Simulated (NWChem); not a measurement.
System: CH$_{4}$ClIn; SMILES [CH3][InH][Cl]

Program: NWChem. Geometry: optimised at PBE0/def2-SVP (def2 core potentials past Kr).

What does the run give for PBE0/STO-3G (all-electron, non-relativistic)? Quantities: highest occupied level (eV); orbital gap (eV); dipole (D).

The highest occupied level (eV) is -5.14. The orbital gap (eV) is 6.61. The dipole (D) is 3.41.
